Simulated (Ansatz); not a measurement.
One change: `O[Si](O)([SiH3])Cl` becomes `O[Si](O)(Cl)[GeH2][Cl]`.

Ansatz, PBE0-D4/def2-TZVP geometries, multiplicity 1. Each molecule was computed in one conformer, which needn't be the lowest.

Scalar relativity is left out up to krypton.

| property | `O[Si](O)([SiH3])Cl` |
| --- | --- |
| HOMO energy (PBE0/def2-TZVPP) / eV | -8.29 |
| HOMO–LUMO gap (B3LYP/def2-TZVPP) / eV | 7.97 |
| LUMO energy (ωB97M-V/def2-TZVPP) / eV | 1.82 |
| size of the dipole moment (PBE/def2-TZVPP) / D | 1.25 |
| HOMO energy (ωB97M-V/def2-TZVPP) / eV | -10.36 |
| HOMO energy (PBE/def2-TZVPP) / eV | -7.05 |

(1) Give the same properties after the change, and the shifts. (Best estimate.)

## Answers

(1) The calculation gave: 
| property | `O[Si](O)(Cl)[GeH2][Cl]` | shift |
| --- | --- | --- |
| HOMO energy (PBE0/def2-TZVPP) / eV | -8.18 | 0.11 |
| HOMO–LUMO gap (B3LYP/def2-TZVPP) / eV | 6.95 | -1.02 |
| LUMO energy (ωB97M-V/def2-TZVPP) / eV | 1.06 | -0.76 |
| size of the dipole moment (PBE/def2-TZVPP) / D | 1.74 | 0.49 |
| HOMO energy (ωB97M-V/def2-TZVPP) / eV | -10.24 | 0.12 |
| HOMO energy (PBE/def2-TZVPP) / eV | -6.93 | 0.12 |

With PBE0 the HOMO rises by 0.11 eV and the LUMO falls by 0.88 eV, so the gap narrows by about 0.99 eV. PBE moves the HOMO by 0.12 eV and ωB97M-V by 0.12 eV. Dipoles are sizes alone; their direction can turn.

Positive LUMOs are unbound, so they and the gaps depend on the basis.

B3LYP here is the variant with VWN-RPA as its local correlation; programs differ in this.
